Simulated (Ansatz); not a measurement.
Start from `[SiH3]B(S)SS` and change one atom or group to get `[SiH3]BS`.

Ansatz, PBE0-D4/def2-TZVP geometries, multiplicity 1. Each molecule was computed in one conformer, which needn't be the lowest.

```csv
property,`[SiH3]B(S)SS`
LUMO energy (PBE/def2-TZVPP) / eV,-2.47
HOMO energy (PBE0/def2-TZVPP) / eV,-7.51
HOMO–LUMO gap (B3LYP/def2-TZVPP) / eV,5.49
HOMO energy (B3LYP/def2-TZVPP) / eV,-7.26
HOMO energy (ωB97M-V/def2-TZVPP) / eV,-9.64
HOMO–LUMO gap (PBE0/def2-TZVPP) / eV,5.86
```

(1) Give the same properties after the change, and the shifts. (An estimate is asked.)

## Answers

(1) Computed: 
| property | `[SiH3]BS` | shift |
| --- | --- | --- |
| LUMO energy (PBE/def2-TZVPP) / eV | -2.71 | -0.24 |
| HOMO energy (PBE0/def2-TZVPP) / eV | -8.38 | -0.87 |
| HOMO–LUMO gap (B3LYP/def2-TZVPP) / eV | 6.24 | 0.75 |
| HOMO energy (B3LYP/def2-TZVPP) / eV | -8.19 | -0.93 |
| HOMO energy (ωB97M-V/def2-TZVPP) / eV | -10.53 | -0.89 |
| HOMO–LUMO gap (PBE0/def2-TZVPP) / eV | 6.58 | 0.72 |

With PBE0 the HOMO falls by 0.87 eV and the LUMO falls by 0.16 eV, so the gap widens by about 0.71 eV. PBE moves the HOMO by -0.86 eV and ωB97M-V by -0.89 eV. The zero-point energy changes by -9.4 kJ/mol with -6 modes.

Positive LUMOs are unbound, so they and the gaps depend on the basis.

B3LYP here is the variant with VWN-RPA as its local correlation; programs differ in this.
